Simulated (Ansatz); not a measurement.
`C[SiH2][Te][SiH3]` at its PBE0-D4/def2-TZVP geometry, where that method's forces vanish. Total charge 0; spin multiplicity 1. Te: def2 effective core potential.

```xyz
12

C    -0.0616    0.3826   -1.8867
Si    0.6404    1.2127   -0.3691
Te   -0.9448    1.1459    1.5651
Si   -0.5130   -1.2813    1.9056
H    -0.2821   -0.6678   -1.6865
H    -0.9865    0.8721   -2.1973
H     0.6548    0.4329   -2.7114
H     0.8970    2.6553   -0.6181
H     1.9113    0.5583    0.0426
H     0.9108   -1.5216    2.2526
H    -1.3853   -1.7284    3.0200
H    -0.8411   -2.0606    0.6831
```

Task: What forces (eV/Å) does r2SCAN-D4/def2-TZVPP give on these atoms in the Gaussian-basis code of Ansatz? (Best estimate.)

Result: Ansatz gave: 
```
C1   0.004  0.001 -0.008
Si2  0.052  0.020 -0.020
Te3 -0.054  0.059  0.054
Si4  0.005 -0.055  0.013
H5   0.000  0.022 -0.021
H6   0.019 -0.020 -0.006
H7  -0.020 -0.008  0.006
H8   0.001 -0.025 -0.001
H9  -0.012  0.012 -0.016
H10 -0.027 -0.008 -0.005
H11  0.021  0.001 -0.025
H12  0.010 -0.001  0.029
```
